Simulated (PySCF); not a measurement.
**Spinor energies of Sn³⁶⁺ (tin, charge +36)**

Start: [Ne] 3s2 3p2; 3p1/2 filled at m_j = -1/2, +1/2. Calculated with PySCF 2.14 in an uncontracted even-tempered set (19 s from 7 bohr⁻², ratio 2.4; 14 p from 9 bohr⁻², ratio 2.4; 4 d from 32 bohr⁻², ratio 2.6; 4 f from 48 bohr⁻², ratio 2.6): generalised Hartree-Fock with the X2C-1e Hamiltonian and a Gaussian nucleus; one run each with spin-orbit coupling (SO) switched off, then screened by Boettger's factors.

| spinor shell | electrons | ε, spin-free (eV) | ε, screened SO (eV) | weight of nominal j (screened SO) | rms radius, screened SO (bohr) |
| --- | --- | --- | --- | --- | --- |
| 1s1/2 | 2 | -31459.8 | -31453.4 | 1.000 | 0.0333 |
| 2s1/2 | 2 | -6530.4 | -6527.2 | 1.000 | 0.133 |
| 2p1/2 | 2 | -6075.4 | -6243.5 | 1.000 | 0.115 |
| 3s1/2 | 2 | -2534.9 | -2533.5 | 1.000 | 0.323 |
| 3p1/2 | 2 | -2409.3 | -2440.1 | 1.000 | 0.310 |

Task: Where does 2p3/2 lie, and what is the 2p spin-orbit splitting (screened SO)?

Result: At -5994.8 eV, 248.75 eV above 2p1/2.

```json
{"quantity": "E (hartree)", "spin-free": "-5093.06644", "screened SO": "-5096.91158"}
{"quantity": "M_J", "spin-free": "0", "screened SO": "0"}
{"quantity": "⟨J²⟩", "spin-free": "2.001", "screened SO": "0.000"}
{"quantity": "⟨L²⟩", "spin-free": "2.001", "screened SO": "1.337"}
{"quantity": "⟨S²⟩", "spin-free": "2.000", "screened SO": "1.337"}
```

Breit and QED terms are absent; they matter most for the inner s and p1/2 levels.

Densities and radii are taken from the X2C orbitals without a picture-change correction, which distorts them close to the nucleus.

Without spin-orbit coupling the j labels of p, d and f shells carry no meaning; the spin-free column gives the mean over the occupied spinors of each nl shell.
